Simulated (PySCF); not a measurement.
Br₃Sn (SMILES [Br][Sn]([Br])[Br]), doublet, geometry from GFN2-xTB (such geometries of metal compounds can be far from the true shape) (the spin is typed, not shown lowest) (core potentials on Sn).

Here is a job for PySCF.
```python
from pyscf import gto, scf, dft

mol = gto.M(
    atom='''
Sn   -0.30559618    0.27078947    0.55707516
Br   -1.69678763   -1.64465708   -0.53914098
Br    0.10094843    2.02068988   -1.33464601
Br    2.03240517   -0.76287491    1.07796533
''',
    basis='def2-svp',
    ecp={'Sn': 'def2-svp'},
    spin=1,
    verbose=4,
)

mf = dft.UKS(mol)
mf.xc = 'pbe0'
mf = mf.density_fit(auxbasis='def2-universal-jkfit')
mf.kernel()
```

Q: Predict the Mulliken (on the basis functions themselves) charges in atom order from DF-PBE0/def2-SVP (PySCF).

A: Sn1 0.75, Br2 -0.25, Br3 -0.25, Br4 -0.25

Q: What is the computed HOMO energy (DF-PBE0/def2-SVP)?

A: -7.81 eV

These values belong to the state on which the SCF converged, which isn't shown to be the lowest.
